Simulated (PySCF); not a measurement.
**Electric field gradients and quadrupole coupling constants**

C5H5NO3P (charge -1).
Cartesian coordinates in Å at the GFN2-xTB level; atoms count from 1:
```xyz
15
C5H5NO3P angstrom
O     -1.554    2.183   -1.278
P     -1.851    0.949   -0.514
O     -2.904   -0.018   -0.935
O     -2.181    1.367    1.074
C     -0.264    0.051   -0.208
C      0.917    0.762   -0.097
C      2.098    0.073    0.124
C      2.038   -1.308    0.223
N      0.917   -2.005    0.111
C     -0.204   -1.328   -0.102
H     -2.766    0.665    1.353
H      0.882    1.838   -0.193
H      3.045    0.589    0.218
H      2.933   -1.897    0.400
H     -1.108   -1.915   -0.198
```

Field gradients from the PBE0/pcSseg-1 density (PySCF, non-relativistic), principal values in atomic units, ordered |Vxx| ≤ |Vyy| ≤ |Vzz|:

| atom | Vxx | Vyy | Vzz |
| --- | --- | --- | --- |
| O1 | -0.3566 | -0.4024 | 0.7590 |
| O3 | -0.3404 | -0.4276 | 0.7680 |
| O4 | -0.0717 | -1.4040 | 1.4757 |
| N9 | 0.3397 | 0.7695 | -1.1092 |

Task: Find the asymmetry η = (Vxx − Vyy)/Vzz and the couplings χ = eQV/h (234.96 MHz × Q in barn × V in au), with Q(17O) = −0.0256 b, Q(14N) = 0.02044 b.

Result: 
```json
{"atom": "O1", "environment": "oxygen bonded to P", "nucleus": "17O", "η": "0.06", "χzz (MHz)": "-4.566", "χxx (MHz)": "2.145", "χyy (MHz)": "2.420"}
{"atom": "O3", "environment": "oxygen bonded to P", "nucleus": "17O", "η": "0.11", "χzz (MHz)": "-4.619", "χxx (MHz)": "2.048", "χyy (MHz)": "2.572"}
{"atom": "O4", "environment": "hydroxyl oxygen", "nucleus": "17O", "η": "0.90", "χzz (MHz)": "-8.88", "χxx (MHz)": "0.43", "χyy (MHz)": "8.45"}
{"atom": "N9", "environment": "pyridine-type nitrogen", "nucleus": "14N", "η": "0.39", "χzz (MHz)": "-5.33", "χxx (MHz)": "1.63", "χyy (MHz)": "3.70"}
```

At O4 η is above 0.9: Vyy and Vzz are nearly equal in size and opposite in sign, so a small change could swap them and flip the sign of χzz. The tensor is traceless: Vxx + Vyy + Vzz = 0.

Task: What is Vzz at O3 in SI units (1 au = 9.71736 × 10²¹ V/m²)?

Result: 0.7680 au = 7.463 × 10²¹ V/m².

Task: And the gradient at the other heavy atoms, for which no coupling is worked out here?

Result: 
```csv
atom,environment,Vzz (au),η
P2,phosphoryl phosphorus,-0.877,0.78
C5,substituted aromatic carbon,0.416,0.20
C6,aromatic CH carbon,0.421,0.10
C7,aromatic CH carbon,0.285,0.43
C8,aromatic CH next to a ring nitrogen,0.291,0.32
C10,aromatic CH next to a ring nitrogen,0.362,0.49
```

Task: What couplings would deuterons (Q(2H) = 0.00286 b) have in place of the hydrogens, at this geometry?

Result: 
```
atom  bonded to  bond length (Å)  Vzz (au)     η  χzz (kHz)
 H11         O4            0.955    0.5037  0.10        339
 H12         C6            1.080    0.3218  0.03        216
 H13         C7            1.082    0.3286  0.06        221
 H14         C8            1.086    0.3196  0.06        215
 H15        C10            1.083    0.3168  0.03        213
```

Isolated species at its GFN2-xTB geometry (one conformer only). The pcSseg-1 basis has no diffuse functions, a weakness for an anion. GFN2-xTB bond lengths can be off by several hundredths of an ångström, more for odd bonds, and the gradients follow them. The small basis limits the accuracy of the gradients.

The run behind these numbers computed NMR shieldings as well. Hardware: one thread, Arm Neoverse V2 (aarch64), on a shared host. Cost: 32 s, 0.89 GiB resident at most.
